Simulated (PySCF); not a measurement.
## Radial density of As²⁺ (arsenic, charge +2)

BP86, [Ar] 3d10 4s2 4p1, 2P determinant. All numbers are calculated (PySCF 2.14, no relativity, point nucleus, in pcseg-2 (6s5p3d1f, 43 functions)).

```
r (bohr)  4πr²ρ (e/bohr)  4πr²(ρα − ρβ)
0.000894          0.2339         0.0000
 0.00150          0.6361         0.0000
 0.00253           1.681         0.0000
 0.00425           4.246         0.0000
 0.00715           9.920        -0.0001
  0.0120           20.36         0.0000
  0.0202           33.76         0.0008
  0.0340           40.17         0.0054
  0.0573           33.95         0.0204
  0.0963           38.16         0.0405
   0.162           46.37         0.0154
   0.273           26.46         0.0070
   0.458           30.33         0.0927
   0.771           18.11        -0.0049
    1.30           4.065         0.3531
    2.18           1.477         0.5089
    3.67          0.1442         0.0824
    6.17       0.0008604         0.0006
```

Q: Where is the radial spin density 4πr²(ρα − ρβ) most negative, and why is it negative at all?

A: Around r = 0.771 bohr, down to -0.0049 e/bohr: exchange with the open shell polarises the paired shells in an unrestricted calculation.
